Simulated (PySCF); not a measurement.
Structure revision by computed shifts

A compound C₅H₁₁NSi gives the data below (simulated from a calculation) and was assigned the structure `C=C/C(C)=N\C[SiH3]`.

¹³C{¹H} NMR (computed): δ 165.9 (CH), 148.9 (C), 140.1 (CH2), 50.7 (CH2), 19.7 (CH3).

¹H NMR (300 MHz, computed): δ 8.29 (s, 1H), 6.20 (br s, 1H), 5.92 (br s, 1H), 4.18 (s, 3H), 3.82 (q, 2H), 1.32 (t, 3H).

[PySCF 2.14.0 with density-fitted response routines: shielding tensors at PBE0/pcSseg-1 (GIAO); geometry from GFN2-xTB; relativity neglected; one conformer; fast rotation and ring inversion assumed for equivalent nuclei; in vacuum]

References, each an isolated molecule treated in the same way: TMS for ¹H (σ = 31.72 ppm), ¹³C (σ = 186.93 ppm).

(1) Compare with the shifts computed for the proposed structure, pairing carbons in order of shift.

(2) Which isomer fits?

## Answers

(1) Structure with atom numbers: `[CH2:1]=[CH:2]/[C:3]([CH3:4])=[N:5]\[CH2:6][SiH3:7]`. Each H is labelled by its parent atom.

| atom | computed for proposal | given list | difference |
| --- | --- | --- | --- |
| C3 | 165.1 | 165.9 | -0.8 |
| C2 | 130.5 | 148.9 | -18.4 |
| C1 | 127.6 | 140.1 | -12.5 |
| C6 | 39.2 | 50.7 | -11.5 |
| C4 | 27.1 | 19.7 | +7.4 |

The rms difference is 11.7 ppm and the largest -18.4 ppm at C2 (alkene CH). The carbon types in order of shift don't match either: C, CH, CH2, CH2, CH3 for the proposal against CH, C, CH2, CH2, CH3 in the data. The proposal doesn't fit.

(2) `C=C([SiH3])/C=N\CC`.

- Carbon types of the structure: 1 × C, 1 × CH, 2 × CH2, 1 × CH3, leaving 3 H on heteroatoms.
- δC 165.9: C=N carbon.
- δC 148.9: fully substituted alkene carbon; the olefinic region.
- δC 140.1: terminal =CH2 carbon; an sp2 carbon of a C=C bond.
- δC 50.7: sp3 CH2 bonded to N; deshielded by the electronegative neighbour.

The data come from this structure; uniqueness wasn't tested.

Shifts are as computed. Against solution values, carbons near 30 ppm lie about +3 ppm off and those near 130 ppm about +5 ppm. Of 1211 compounds with measured shifts, 218 miss one by over three times the rms of a fit or turn the order of signals round; such compounds aren't used in these exercises. No couplings were computed; multiplicities are counted from neighbouring protons, with m where these are inequivalent, close in shift, in a saturated or five-membered ring or joined by F or P, and br s for small geminal =CH2 splittings.
